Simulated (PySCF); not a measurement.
Cl4Si (SMILES Cl[Si](Cl)(Cl)Cl), singlet, geometry from GFN2-xTB; CCSD/STO-3G (PySCF).

Input for PySCF:
```python
from pyscf import gto, scf, cc

mol = gto.Mole()
mol.atom = '''
    Si   -0.000000    0.000000    0.000000
    Cl    1.154087    1.151220    1.183261
    Cl   -1.188553   -1.157440    1.142368
    Cl    1.171487   -1.168380   -1.148842
    Cl   -1.137021    1.174600   -1.176787
'''
mol.basis = 'sto-3g'
mol.charge = 0
mol.spin = 0
mol.verbose = 4
mol.build()

mf = scf.RHF(mol)
mf.kernel()

mycc = cc.CCSD(mf)
mycc.iterative_damping = 0.8
mycc.kernel()
print('E(CCSD) = %.10f' % mycc.e_tot)
```

**Question.** Write the output that PySCF gives for this input, abridged.

**Answer.** 
```
PySCF version 2.14.0

[INPUT] verbose = 4
[INPUT] num. atoms = 5
[INPUT] num. electrons = 82
[INPUT] charge = 0
[INPUT] spin (= nelec alpha-beta = 2S) = 0
[INPUT] symmetry False subgroup None
[INPUT] Mole.unit = angstrom
[INPUT] Symbol           X                Y                Z      unit          X                Y                Z       unit  Magmom
[INPUT]  1 Si     0.000000000000   0.000000000000   0.000000000000 AA    0.000000000000   0.000000000000   0.000000000000 Bohr   0.0
[INPUT]  2 Cl     1.154087000000   1.151220000000   1.183261000000 AA    2.180908353921   2.175490509122   2.236039223879 Bohr   0.0
[INPUT]  3 Cl    -1.188553000000  -1.157440000000   1.142368000000 AA   -2.246039654530  -2.187244605617   2.158762653467 Bohr   0.0
[INPUT]  4 Cl     1.171487000000  -1.168380000000  -1.148842000000 AA    2.213789588488  -2.207918209419  -2.170996740398 Bohr   0.0
[INPUT]  5 Cl    -1.137021000000   1.174600000000  -1.176787000000 AA   -2.148658287879   2.219672305914  -2.223805136949 Bohr   0.0

nuclear repulsion = 529.064810681355
number of shells = 25
number of NR pGTOs = 135
number of NR cGTOs = 45
basis = sto-3g
ecp = {}

******** <class 'pyscf.scf.hf.RHF'> ********
method = RHF
initial guess = minao
damping factor = 0
level_shift factor = 0
DIIS = <class 'pyscf.scf.diis.CDIIS'>
diis_start_cycle = 1
diis_space = 8
diis_damp = 0
SCF conv_tol = 1e-09
SCF conv_tol_grad = None
SCF max_cycles = 50
direct_scf = True
direct_scf_tol = 1e-13
Set gradient conv threshold to 3.16228e-05
Initial guess from minao.
init E= -2103.47081087736
  HOMO = -0.531131048394774  LUMO = 0.0313743817060013  gap/eV = 15.30655
cycle= 1 E= -2104.00401198576  delta_E= -0.533  |g|= 0.486  |ddm|=  2.9
  HOMO = -0.447106609515403  LUMO = 0.111620812754859  gap/eV = 15.20375
cycle= 2 E= -2104.11409150881  delta_E= -0.11  |g|= 0.125  |ddm|=  1.3
  HOMO = -0.444269276938543  LUMO = 0.186549121687463  gap/eV = 17.16544
cycle= 3 E= -2104.12001467142  delta_E= -0.00592  |g|= 0.0143  |ddm|= 0.239
  HOMO = -0.445107432703717  LUMO = 0.19146539293382  gap/eV = 17.32203
cycle= 4 E= -2104.12020637882  delta_E= -0.000192  |g|= 0.00177  |ddm|= 0.0582
  HOMO = -0.445219612249936  LUMO = 0.191234278085051  gap/eV = 17.31879
cycle= 5 E= -2104.12020938181  delta_E= -3e-06  |g|= 0.000129  |ddm|= 0.00801
  HOMO = -0.445225218648219  LUMO = 0.191249217942272  gap/eV = 17.31935
cycle= 6 E= -2104.12020939375  delta_E= -1.19e-08  |g|= 2.04e-05  |ddm|= 0.000465
  HOMO = -0.44522446188751  LUMO = 0.191241951224638  gap/eV = 17.31913
cycle= 7 E= -2104.12020939402  delta_E= -2.64e-10  |g|= 5.65e-07  |ddm|= 6.49e-05
  HOMO = -0.445224421058728  LUMO = 0.191242133445646  gap/eV = 17.31914
Extra cycle  E= -2104.12020939402  delta_E= -5e-12  |g|= 1.36e-07  |ddm|= 1.47e-06
converged SCF energy = -2104.12020939402

******** <class 'pyscf.cc.ccsd.CCSD'> ********
CC2 = 0
CCSD nocc = 41, nmo = 45
max_cycle = 50
direct = 0
conv_tol = 1e-07
conv_tol_normt = 1e-05
diis_space = 6
diis_start_cycle = 0
diis_start_energy_diff = 1e+09
Init t2, MP2 energy = -2104.17515956936  E_corr(MP2) -0.054950175337
Init E_corr(CCSD) = -0.0549501753370074
cycle = 1  E_corr(CCSD) = -0.0604234509877535  dE = -0.00547327565  norm(t1,t2) = 0.0351349
cycle = 2  E_corr(CCSD) = -0.0633714955988111  dE = -0.00294804461  norm(t1,t2) = 0.0148914
cycle = 3  E_corr(CCSD) = -0.0658436860620651  dE = -0.00247219046  norm(t1,t2) = 0.00694202
cycle = 4  E_corr(CCSD) = -0.0658573672943009  dE = -1.36812322e-05  norm(t1,t2) = 0.000565326
cycle = 5  E_corr(CCSD) = -0.0658489960053617  dE = 8.37128894e-06  norm(t1,t2) = 0.000131868
cycle = 6  E_corr(CCSD) = -0.0658508880784573  dE = -1.8920731e-06  norm(t1,t2) = 4.06483e-05
cycle = 7  E_corr(CCSD) = -0.0658514693543308  dE = -5.81275874e-07  norm(t1,t2) = 7.5139e-06
cycle = 8  E_corr(CCSD) = -0.0658514291724542  dE = 4.01818767e-08  norm(t1,t2) = 1.97435e-06
CCSD converged
E(CCSD) = -2104.186060823195  E_corr = -0.06585142917245415
E(CCSD) = -2104.1860608232
```
